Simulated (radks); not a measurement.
Effect of the nuclear size on the germanium ion Ge3+, [Ar] 3d10 4s1. Method: Dirac Kohn-Sham, BLYP, spin-unpolarised, spherical densities, finite nucleus; Fermi nuclear charge, rms radius 4.0742 fm; computed with a radial shooting solver on a logarithmic mesh with Libxc functionals. The rms radius is varied about that value; shifts are against it.

| rms radius (fm) | total energy shift (eV) | density at nucleus (e/bohr^3) | 1s1/2 shift (meV) | 2s1/2 shift (meV) | 2p1/2 shift (meV) | 3s1/2 shift (meV) | 3p1/2 shift (meV) | 4s1/2 shift (meV) |
|---|---|---|---|---|---|---|---|---|
| 3.3123 | -0.115 | 3.214e+04 | -49.1 | -4.79 | 0.379 | -0.723 | 0.061 | -0.075 |
| 3.8623 | -0.0343 | 3.183e+04 | -14.6 | -1.43 | 0.113 | -0.215 | 0.018 | -0.022 |
| 4.0742 | 0 | 3.172e+04 | 0.000 | 0.000 | 0.000 | 0.000 | 0.000 | 0.000 |
| 4.2901 | 0.0368 | 3.162e+04 | 15.6 | 1.53 | -0.121 | 0.230 | -0.019 | 0.024 |
| 4.5957 | 0.0918 | 3.148e+04 | 39.0 | 3.81 | -0.301 | 0.575 | -0.048 | 0.060 |

Slopes of the eigenvalues against <r^2> in GHz/fm^2, as finite differences over the two radii next to the reference (eigenvalue slopes, not the field-shift constants of lines): 1s1/2 2100, 2s1/2 205, 2p1/2 -16.2, 3s1/2 30.9, 3p1/2 -2.60, 4s1/2 3.20.
